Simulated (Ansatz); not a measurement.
Geometry optimisation, Ansatz 0.2.0, RKS PBE-D4/def2-SVPD.

Input file:

```yaml
crystal:
  periodic: [false, false, false]
  atoms:
    - { symbol: B, position_ang: [-0.67928, 1.13841, 0.03296] }
    - { symbol: C, position_ang: [0.211, -0.01104, 0.63143] }
    - { symbol: B, position_ang: [0.56535, -0.98051, -0.56269] }
    - { symbol: Cl, position_ang: [1.88502, -0.65132, -1.57299] }
    - { symbol: H, position_ang: [-0.17377, 2.03737, -0.51731] }
    - { symbol: H, position_ang: [-1.84406, 1.08097, 0.10786] }
    - { symbol: H, position_ang: [1.13856, 0.40655, 1.02283] }
    - { symbol: H, position_ang: [-0.31161, -0.54302, 1.42492] }
    - { symbol: H, position_ang: [-0.05446, -1.95578, -0.77187] }
basis:
  gaussian: { orbitals: def2-SVPD }
hamiltonian:
  xc: pbe
  dispersion: d4
relax:
  f_tol: 0.015
  max_steps: 40
```

Launched with:

```bash
$ ansatz run input.yaml --threads 2 --pin off --max-ram 3072MiB --backend cpu --events-out ev --progress --plain --runs-dir out
```

Problem. Where does it end, and by what steps?

Solution. The forces met the threshold. After 15 steps the energy has fallen by 0.177 eV; H5 moved furthest, 0.52 Å.

```json
{"step": "0", "energy less start (eV)": "0.0000", "largest force component (eV/Å)": "1.596", "accepted": "yes"}
{"step": "1", "energy less start (eV)": "-0.1162", "largest force component (eV/Å)": "0.980", "accepted": "yes"}
{"step": "2", "energy less start (eV)": "-0.1376", "largest force component (eV/Å)": "0.400", "accepted": "yes"}
{"step": "3", "energy less start (eV)": "-0.1559", "largest force component (eV/Å)": "0.090", "accepted": "yes"}
{"step": "4", "energy less start (eV)": "-0.1584", "largest force component (eV/Å)": "0.124", "accepted": "yes"}
{"step": "5", "energy less start (eV)": "-0.1621", "largest force component (eV/Å)": "0.089", "accepted": "yes"}
{"step": "6", "energy less start (eV)": "-0.1656", "largest force component (eV/Å)": "0.295", "accepted": "yes"}
{"step": "7", "energy less start (eV)": "-0.1688", "largest force component (eV/Å)": "0.167", "accepted": "yes"}
{"step": "8", "energy less start (eV)": "-0.1741", "largest force component (eV/Å)": "0.040", "accepted": "yes"}
{"step": "9", "energy less start (eV)": "-0.1696", "largest force component (eV/Å)": "0.290", "accepted": "no"}
{"step": "10", "energy less start (eV)": "-0.1759", "largest force component (eV/Å)": "0.060", "accepted": "yes"}
{"step": "11", "energy less start (eV)": "-0.1763", "largest force component (eV/Å)": "0.074", "accepted": "yes"}
{"step": "12", "energy less start (eV)": "-0.1758", "largest force component (eV/Å)": "0.078", "accepted": "no"}
{"step": "13", "energy less start (eV)": "-0.1764", "largest force component (eV/Å)": "0.064", "accepted": "yes"}
{"step": "14", "energy less start (eV)": "-0.1764", "largest force component (eV/Å)": "0.057", "accepted": "yes"}
{"step": "15", "energy less start (eV)": "-0.1768", "largest force component (eV/Å)": "0.003", "accepted": "yes"}
```

```xyz
9
Properties=species:S:1:pos:R:3
B -0.704 1.119 0.063
C 0.351 0.093 0.583
B 0.529 -0.971 -0.541
Cl 2.022 -1.050 -1.488
H -0.406 2.281 -0.118
H -1.834 0.754 -0.188
H 1.296 0.535 0.945
H -0.185 -0.477 1.382
H -0.333 -1.763 -0.844
```

Whether the end is a true minimum wasn't checked by a vibrational analysis.

The run took 16 s on 2 threads of Intel(R) Xeon(R) 6975P-C (Granite Rapids) (shared host), peak memory 0.17 GiB.
